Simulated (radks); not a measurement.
Species: Te8.9+. Configuration: [Ar] 3d10 4s1.1 4p6 4d8 (fractional occupations, a model configuration). Calculated with a radial shooting solver on a logarithmic mesh with Libxc functionals: Dirac Kohn-Sham, PBE, spin-unpolarised, spherical densities, finite nucleus; open shells fill j = l - 1/2 first; Fermi nuclear charge, rms radius 4.7423 fm.

Spin-orbit splittings of the eigenvalues, e(l+1/2) - e(l-1/2), with zeta = 2 splitting/(2l+1) and mean radii in bohr:

shell	occ.	splitting (eV)	zeta (eV)	<r> j=l-1/2	<r> j=l+1/2
2p	6	274.6	183.1	0.1008	0.1064
3p	6	51.33	34.22	0.3117	0.3231
3d	10	10.75	4.300	0.2939	0.2975
4p	6	10.52	7.012	0.7747	0.7990
4d	8	1.788	0.7153	0.8752	0.8832
